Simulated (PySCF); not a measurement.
**Ionisation energy along the 11-electron series**

Calculated with PySCF 2.14 and a two-component X2C-1e Hamiltonian (Gaussian nucleus, no Breit or QED terms), each ion in its own even-tempered basis scaled to its charge; GMP2 freezes 1s2 and drops the highest virtual spinors. Values in eV. NIST values: (m) measured, (s) semi-empirical, (t) theoretical.

```csv
ion,configuration,GHF (spin-free),GMP2 (spin-free),GHF (screened spin-orbit),GMP2 (screened spin-orbit),NIST
I⁴²⁺,[Ne] 3s1,3185.7,3186.4,3185.6,3186.3,3185.5 ± 0.5 (s)
Xe⁴³⁺,[Ne] 3s1,3334.0,3334.7,3333.9,3334.6,3333.8 ± 0.5 (s)
Cs⁴⁴⁺,[Ne] 3s1,3486.1,3486.8,3485.9,3486.7,3485 ± 4 (t)
```

Between Z = 53 and Z = 55 the GMP2 (screened spin-orbit) value grows as Z to the power 2.43.
